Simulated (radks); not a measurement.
Task: These are the eigenvalues of the occupied orbitals of an atom or ion with whole-number occupations (hartree). All-electron calculation, scalar-relativistic Kohn-Sham, PBE, spin-polarised, spherical densities, point nucleus. Program: a radial shooting solver on a logarithmic mesh with Libxc functionals.

| orbital | eigenvalue |
|---|---|
| 1s up | -2798.347 |
| 1s down | -2798.347 |
| 2s up | -489.7663 |
| 2s down | -489.7593 |
| 2p up | -425.4615 |
| 2p down | -425.4558 |
| 3s up | -114.7816 |
| 3s down | -114.7789 |
| 3p up | -95.98249 |
| 3p down | -95.97951 |
| 3d up | -75.31005 |
| 3d down | -75.30502 |
| 4s up | -24.72462 |
| 4s down | -24.71767 |
| 4p up | -18.56020 |
| 4p down | -18.55364 |
| 4d up | -10.99514 |
| 4d down | -10.98746 |
| 5s up | -3.92491 |
| 5s down | -3.87300 |
| 4f up | -2.58927 |
| 4f down | -2.57715 |
| 5p up | -2.34214 |
| 5p down | -2.27527 |
| 5d up | -0.59670 |
| 6s up | -0.52640 |
| 5d down | -0.51126 |

Which element is it, and in what charge state? The configuration may be excited. Open shells, if any, are filled with parallel spins first.

Result: Z = 77, iridium, charge +1: Ir+ in [Xe] 4f14 5d7 6s1. The list shows which subshells hold electrons but not how many an open one holds; the 1s level, -2798.3 hartree, gives Z - s = 74.8 by -(Z - s)^2/2, which with screening and relativity narrows Z to a few neighbours, and the depths of the outer levels then fix element, charge and occupations together.
